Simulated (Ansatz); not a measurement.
Stretching the Bi1–H2 bond in BiClH2 (SMILES [Cl][BiH2]) (multiplicity 1 held, fragments rigid). Energies count from the point at 1.802 Å.
Geometry at that point (charge 0, multiplicity 1):
```xyz
4

Bi    -0.267    -0.214     0.228
H     -1.657     0.355    -0.769
H     -0.107    -1.656    -0.842
Cl     1.409     1.123    -1.016
```

R- and RO- levels are restricted; in cc, def2 and unpolarised 6-31G sets they are followed outwards from rest. Unrestricted levels (U-) break spin symmetry where that is lower. Levels need not reach the same state.

Correlated levels freeze the cores. Filled d and f shells under p-block atoms count as core.

The values were computed with Ansatz (Gaussian orbitals). Each number belongs to the level named beside it. In def2 rows elements past Kr take small-core potentials, without spin–orbit coupling.

One of these levels gives 145.04 kcal/mol for the energy at R = 5.767 Å. Name it.
A. U-MP2/def2-SVP
B. R-MP2/def2-SVP
C. U-HF/def2-SVP
D. R-HF/def2-SVP

D, R-HF/def2-SVP. The others give 38.86 (U-HF/def2-SVP), 67.63 (R-MP2/def2-SVP), 52.94 (U-MP2/def2-SVP)

Doubts at one or more of the structures used: a restricted determinant that unrestricted orbitals would lower (R-HF/def2-SVP, R-MP2/def2-SVP); a spin-contaminated determinant (U-HF/def2-SVP, U-MP2/def2-SVP).

Ansatz is a quantum-chemistry and plane-wave program.
